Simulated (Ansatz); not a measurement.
Ansatz results at the PBE0-D4/def2-TZVP geometry: HOMO energy (B3LYP/def2-TZVPP) -10.45 eV; HOMO–LUMO gap (PBE0/def2-TZVPP) 9.60 eV; ideal-gas entropy at 298 K and 1 bar (rigid rotor, harmonic PBE0-D4/def2-TZVP) 359 J/(mol·K).

Each molecule was computed in one conformer, which needn't be the lowest.

**Question.** Which molecule gave them?
A. `[OH2+][AlH3-]`
B. `F[B-](F)(F)[NH2+][SiH3]`
C. `[NH3+][Al-]([Cl])([Cl])[Cl]`
D. `[OH2+][Ga-]([F])([F])[F]`

**Answer.** D. The others give `[NH3+][Al-]([Cl])([Cl])[Cl]`: -8.20, 7.98, 371; `[OH2+][AlH3-]`: -7.40, 6.85, 284; `F[B-](F)(F)[NH2+][SiH3]`: -9.77, 9.30, 360.

B3LYP here is the variant with VWN-RPA as its local correlation; programs differ in this.
